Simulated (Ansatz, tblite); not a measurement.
Removing and adding an electron: Zr3O12H12, a hydroxylated oxide cluster. The state is a singlet with charge 0. Geometry: PBE-D4/def2-SVP. Ansatz, gas phase; energy differences of separate SCF runs; the oxidised species was run as a doublet alone; the reduced species was run as a doublet alone.

Cartesian coordinates in Å:
```
Zr 0.357 -1.648 -1.055
Zr 1.195 0.800 1.595
Zr -1.834 1.146 -0.387
O 0.898 0.637 3.543
O 1.879 2.627 1.221
O -0.972 1.604 1.430
O 2.823 -0.174 1.171
O 0.080 -1.099 1.023
O -3.661 1.100 0.246
O 0.378 0.671 -0.656
O -1.781 2.556 -1.714
O -1.792 -0.742 -1.222
O 2.307 -2.045 -0.716
O 0.582 -1.283 -2.968
O -0.536 -3.390 -0.922
H 1.399 0.413 4.341
H 2.763 2.892 0.920
H -1.397 1.829 2.276
H 2.886 -0.966 0.574
H -0.101 -1.776 1.699
H -4.554 1.036 0.611
H 0.848 1.243 -1.292
H -2.067 3.388 -2.116
H -2.503 -1.407 -1.234
H 2.969 -2.172 -1.416
H 0.345 -0.906 -3.826
H -0.510 -4.334 -1.129
```

In the def2 sets Zr takes a core potential; there is no spin–orbit coupling. The xTB rows come from tblite. Single mean-field runs in def2-TZVP are fitted with def2-universal-jkfit.

| level | −HOMO (eV) | vertical IE (eV) | −LUMO (eV) | vertical EA (eV) | HOMO–LUMO gap (eV) | IE − EA (eV) | remarks |
| --- | --- | --- | --- | --- | --- | --- | --- |
| GFN2-xTB | 9.97 | 12.41 | 6.42 | 3.95 | 3.55 | 8.46 | – |
| PBE-D4/def2-TZVP | 6.04 | – | 1.46 | -0.24 | 4.58 | – | HOMO above zero (-1 doublet) |
| ωB97X-V/def2-TZVP | 10.16 | 9.84 | -1.04 | -0.89 | 11.19 | 10.73 | HOMO above zero (-1 doublet) |

(1) Estimate the rows for GFN1-xTB, PBE0-D4/def2-TZVP.

Answers

(1) 
```json
{"level": "GFN1-xTB", "−HOMO (eV)": "11.01", "vertical IE (eV)": "13.33", "−LUMO (eV)": "7.81", "vertical EA (eV)": "5.34", "HOMO–LUMO gap (eV)": "3.19", "IE − EA (eV)": "7.99", "remarks": "–"}
{"level": "PBE0-D4/def2-TZVP", "−HOMO (eV)": "7.67", "vertical IE (eV)": "9.30", "−LUMO (eV)": "0.57", "vertical EA (eV)": "-0.50", "HOMO–LUMO gap (eV)": "7.10", "IE − EA (eV)": "9.79", "remarks": "HOMO above zero (-1 doublet)"}
```

Run but left out: PBE-D4/def2-TZVP (charge +1 doublet: an occupied level 0.03 eV above an empty one).   A HOMO above zero means that the electron is unbound at that level or that self-interaction error raises the level; the energy of removing that electron tells which. Raw xTB energy differences between charge states are shifted by several eV; the methods need an empirical correction for them. Sets without diffuse functions give affinities that are too small. A negative affinity means that the extra electron isn't bound; its size then hangs on the basis.
